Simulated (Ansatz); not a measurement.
Cost and result for the atomization energy of C2H6O2SSi, SMILES `OC(=S)OC[SiH3]` (12 atoms, 11 bonds).

```xyz
12

O     0.772    1.427   -1.646
C    -0.475    0.965   -1.565
S    -1.660    1.343   -2.622
O    -0.658    0.165   -0.537
C     0.436   -0.121    0.354
Si   -0.210   -1.280    1.702
H     0.791    1.996   -2.427
H     1.256   -0.583   -0.203
H     0.817    0.809    0.784
H    -1.304   -0.618    2.454
H    -0.695   -2.542    1.094
H     0.931   -1.561    2.612
```

Charge 0, multiplicity 1. All single points use the PBE0-D4/def2-TZVP geometry. It is one conformer, not always the lowest. Program: Ansatz. All runs use 2 threads of an AMD EPYC 7R13 on a shared host and a share of an NVIDIA H100 80 GB. Times are those of one run each, without the atoms' runs, and a repeat can differ threefold. Electronic energies, without spin–orbit coupling; frozen cores. CCSD(T)/CBS adds CCSD(T) − MP2 in def2-TZVPP to the MP2 limit, and its time is that of the two runs behind it. T1 = 0.015. B3LYP takes the VWN-RPA correlation (the form of Gaussian; ORCA's B3LYP/G).

CCSD(T)/CBS is a level of theory with its own doubt, some kJ/mol a heavy atom from the limit and from the frozen cores, so smaller differences don't rank the functionals.

| level | functions | wall time | atomization (kcal/mol) | difference from CCSD(T)/CBS | per bond |
| --- | --- | --- | --- | --- | --- |
| B3LYP-D4/def2-TZVPP (with forces) | 292 | 2.5 s | 1045.0 | -1.6 | -0.2 |
| PBE-D4/def2-TZVPP (with forces) | 292 | 2.5 s | 1076.8 | 30.2 | 2.7 |
| B2PLYP/def2-TZVPP | 292 | 3.1 s | 1033.6 | -13.0 | -1.2 |
| PBE0-D4/def2-TZVPP | 292 | 3.2 s | 1048.6 | 2.0 | 0.2 |
| ωB97X-V/def2-TZVPP | 292 | 3.4 s | 1052.6 | 6.0 | 0.5 |
| ωB97M-V/def2-TZVPP (with forces) | 292 | 3.5 s | 1052.5 | 5.9 | 0.5 |
| r2SCAN-D4/def2-TZVPP (with forces) | 292 | 4.1 s | 1053.9 | 7.3 | 0.7 |
| MP2/def2-QZVPP | 548 | 4.5 s | 1057.3 | 10.7 | 1.0 |
| CCSD(T)/def2-TZVPP | 292 | 5.5 s | 1015.4 | -31.2 | -2.8 |
| CCSD(T)/CBS(def2) | – | 10 s | 1046.6 | 0.0 | 0.0 |

From PBE to PBE0 (25 % exact exchange), in def2-TZVPP and without D4, the atomization energy moves by −27.2 kcal/mol: exact exchange takes away binding that semilocal exchange gives to molecules. The D4 term adds +10.2 kcal/mol with B3LYP and +5.4 kcal/mol with PBE0; it sums over pairs of atoms, weighted by their polarisabilities, and B3LYP, whose exchange is more repulsive, gets the larger term. In def2-TZVPP, CCSD(T) changes the Hartree–Fock value by +292.7 kcal/mol (the triples alone add +20.8 kcal/mol) and MP2 by +316.1 kcal/mol; breaking electron pairs costs correlation energy, which Hartree–Fock lacks.
